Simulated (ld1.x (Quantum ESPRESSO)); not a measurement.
Reading a pseudo-wave (In (Z = 49))

Columns: radius, all-electron u(r) and pseudo u(r) of the 5s shell (level -8.26 eV) of indium in the configuration [Kr] 4d10 5s2 5p1; PBEsol, scalar-relativistic, TM scheme, ld1.x (Quantum ESPRESSO) 7.5.

| r (bohr) | all-electron | pseudo |
| --- | --- | --- |
| 0.132 | -0.0510 | 0.0191 |
| 0.265 | 0.2091 | 0.0397 |
| 0.398 | 0.0064 | 0.0630 |
| 0.530 | -0.2379 | 0.0904 |
| 0.663 | -0.3253 | 0.1238 |
| 0.795 | -0.2653 | 0.1644 |
| 0.928 | -0.1221 | 0.2142 |
| 1.060 | 0.0475 | 0.2731 |
| 1.193 | 0.2128 | 0.3412 |
| 1.325 | 0.3552 | 0.4147 |
| 1.458 | 0.4711 | 0.4898 |
| 1.590 | 0.5587 | 0.5592 |
| 1.723 | 0.6219 | 0.6176 |
| 1.855 | 0.6630 | 0.6599 |
| 1.988 | 0.6865 | 0.6854 |
| 2.120 | 0.6954 | 0.6952 |
| 2.252 | 0.6928 | 0.6928 |
| 2.385 | 0.6813 | 0.6813 |
| 2.518 | 0.6628 | 0.6628 |
| 2.650 | 0.6395 | 0.6395 |
| 2.782 | 0.6127 | 0.6127 |
| 2.915 | 0.5832 | 0.5832 |
| 3.048 | 0.5522 | 0.5522 |
| 3.180 | 0.5207 | 0.5207 |
| 3.312 | 0.4892 | 0.4892 |
| 3.445 | 0.4577 | 0.4577 |

Q: How many radial nodes do the two functions have?

A: The all-electron 5s function has n − l − 1 = 4 (the table is too coarse to show those close to the nucleus); the pseudo-wave has 0, since the states of the same l below it are removed with the core.

Q: At about which radius was the pseudo-wave matched?

A: 2.35 bohr. The columns agree to 0.0005 from 2.12 bohr on; several derivatives are matched, so the curves merge somewhat inside the radius.

Q: Where does each function peak?

A: Outermost all-electron maximum near 2.12 bohr, pseudo maximum near 2.12 bohr (to the table’s step).

Q: Is the pseudo-wave norm-conserving?

A: Yes: the TM scheme keeps the norm inside the radius equal to the all-electron one, which fixes the energy derivative of the logarithmic derivative at the level.
